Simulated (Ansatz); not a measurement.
C3H5F3O4S, SMILES `O=S(=O)(OCCO)C(F)(F)F`. The species carries charge 0 and has multiplicity 1.

| atom | x (Å) | y (Å) | z (Å) |
| --- | --- | --- | --- |
| O1 | 1.455 | -1.891 | -1.320 |
| S2 | 0.218 | -1.281 | -0.999 |
| O3 | -0.931 | -2.017 | -0.599 |
| O4 | 0.528 | -0.136 | 0.020 |
| C5 | -0.510 | 0.417 | 0.877 |
| C6 | 0.115 | 0.655 | 2.225 |
| O7 | 1.146 | 1.605 | 2.186 |
| C8 | -0.283 | -0.282 | -2.471 |
| F9 | -1.337 | 0.466 | -2.163 |
| F10 | 0.708 | 0.505 | -2.849 |
| F11 | -0.601 | -1.099 | -3.457 |
| H12 | -1.339 | -0.289 | 0.937 |
| H13 | -0.835 | 1.353 | 0.421 |
| H14 | -0.658 | 1.051 | 2.889 |
| H15 | 0.456 | -0.302 | 2.642 |
| H16 | 1.868 | 1.247 | 1.661 |

Q: What are the harmonic wavenumbers in cm⁻¹ at PBE0-D4/def2-TZVP (Ansatz, finite differences of forces, unscaled)? (An estimate is asked.)

A: Computed: 12, 45, 71, 104, 170, 197, 225, 277, 315, 340, 343, 370, 459, 501, 527, 565, 587, 620, 764, 800, 916, 955, 1023, 1101, 1141, 1177, 1228, 1234, 1257, 1280, 1290, 1388, 1400, 1426, 1474, 1484, 1487, 3028, 3090, 3107, 3161, 3854.
